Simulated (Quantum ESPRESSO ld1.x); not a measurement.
The numbers below are computed, except where a source is named.
Q: These are the eigenvalues of the occupied orbitals of an atom or ion with whole-number occupations (eV). Code: ld1.x of Quantum ESPRESSO 7.5. Model: scalar-relativistic Kohn-Sham, LDA (Slater exchange, VWN5 correlation), spin-unpolarised, spherical densities, point nucleus.

| orbital | eigenvalue |
|---|---|
| 1s | -66030.6 |
| 2s | -11961.6 |
| 2p | -10603.6 |
| 3s | -3353.29 |
| 3p | -2947.46 |
| 3d | -2467.41 |
| 4s | -1260.04 |
| 4p | -1118.16 |
| 4d | -937.835 |
| 4f | -742.989 |

Which element is it, and in what charge state? The configuration may be excited.

A: Z = 72, hafnium, charge +25: Hf25+ in [Kr] 4d10 4f1. The list shows which subshells hold electrons but not how many an open one holds; the 1s level, -2426.6 hartree, gives Z - s = 69.7 by -(Z - s)^2/2, which with screening and relativity narrows Z to a few neighbours, and the depths of the outer levels then fix element, charge and occupations together.
